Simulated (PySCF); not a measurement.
Radial density of P⁺ (phosphorus, charge +1)

B3LYP, [Ne] 3s1 3p3, high-spin 5S determinant (an excited configuration). All numbers are calculated (PySCF 2.14, no relativity, point nucleus, in def2-TZVPPD).

```csv
r (bohr),4πr²ρ (e/bohr),4πr²(ρα − ρβ)
0.00198,0.1009,0.0003
0.00333,0.2752,0.0009
0.00560,0.7250,0.0023
0.00941,1.832,0.0059
0.0158,4.274,0.0137
0.0266,8.776,0.0282
0.0448,14.50,0.0479
0.0753,16.98,0.0675
0.127,12.90,0.1292
0.213,11.50,0.3575
0.359,15.96,0.4626
0.603,9.750,0.0012
1.01,2.402,0.9237
1.71,2.354,2.3239
2.87,0.8257,0.8257
4.83,0.03539,0.0354
8.12,7.826e-05,0.0001
```
